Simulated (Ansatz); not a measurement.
Consider the ligand exchange at the Si–N bond: `O[SiH2][NH][AlH2]` + H₂S → `O[SiH2]S` + `[NH2][AlH2]`.

Gas-phase electronic energies from Ansatz, PBE0-D4/def2-TZVP geometries. CBS: MP2 limit from def2 TZ/QZ plus the TZ coupled-cluster correction, frozen cores. This one scheme is used for every species. Functionals use def2-TZVPP. One conformer a species, not always the lowest.

```csv
level,ΔE (kJ/mol)
PBE-D4,-7.7
PBE0-D4,-3.8
BHLYP,4.5
SCS-MP2/def2-QZVPP,5.4
```

Task: What does CCSD(T)/CBS give? (Best estimate.)

Result: Ansatz gave: +3.8 kJ/mol. The listed levels differ from it by -11.5, -7.6, 0.7, 1.6 kJ/mol.

Task: What do rigid-rotor, harmonic-oscillator terms from PBE0-D4/def2-TZVP frequencies (298.15 K, 1 bar) make of the CCSD(T)/CBS value? (Estimate.)

Result: The calculation gave: ΔZPE = +8.9 kJ/mol, ΔH = +10.3 kJ/mol, ΔS = -1 J/(mol·K), ΔG = +10.7 kJ/mol.

Largest T1 diagnostic among the species: 0.012.

At CCSD(T), def2-SVP lies +6.2 kJ/mol from the extrapolated value and def2-TZVPP +3.1 kJ/mol. Leaving LDA and LC-ωPBE aside and taking each functional with its dispersion term where it has one, the values, not all of them listed here, spread over 14.4 kJ/mol, from PBE-D4 to BHLYP-D4. LDA lies +5.3 kJ/mol from PBE without D4.
